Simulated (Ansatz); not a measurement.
Reaction (formal exchange of groups at a B–C bond): `CB(F)C(N)F` + `BCl` → `CB(F)BCl` + `NCF`

Gas-phase electronic energies from Ansatz, PBE0-D4/def2-TZVP geometries. CCSD(T)/CBS is the MP2 limit (def2-TZVPP, def2-QZVPP) plus CCSD(T) − MP2 in def2-TZVPP, frozen cores. This one scheme is used for every species. DFT in def2-TZVPP. B3LYP here is the variant with VWN-RPA as its local correlation; programs differ in this. One conformer a species, not always the lowest.

(1) Is it downhill or uphill in electronic energy at CCSD(T)/CBS, and by how much? (Best estimate.)

(2) What do these levels give: PBE-D4, r2SCAN-D4, PBE0-D4, B3LYP-D4, ωB97X-V, PBE, r2SCAN, HF/def2-TZVPP, MP2/def2-TZVPP, CCSD/def2-TZVPP, CCSD(T)/def2-TZVPP, HF/CBS(def2)? (An estimate is asked.)

Largest T1 diagnostic among the species: 0.013.

## Answers

(1) Ansatz gave: Uphill: ΔE = +0.12 eV.

(2) Computed: PBE-D4 0.07, r2SCAN-D4 0.13, PBE0-D4 0.09, B3LYP-D4 0.11, ωB97X-V 0.13, PBE 0.05, r2SCAN 0.12, HF/def2-TZVPP 0.12, MP2/def2-TZVPP 0.16, CCSD/def2-TZVPP 0.13, CCSD(T)/def2-TZVPP 0.13, HF/CBS(def2) 0.12 eV.
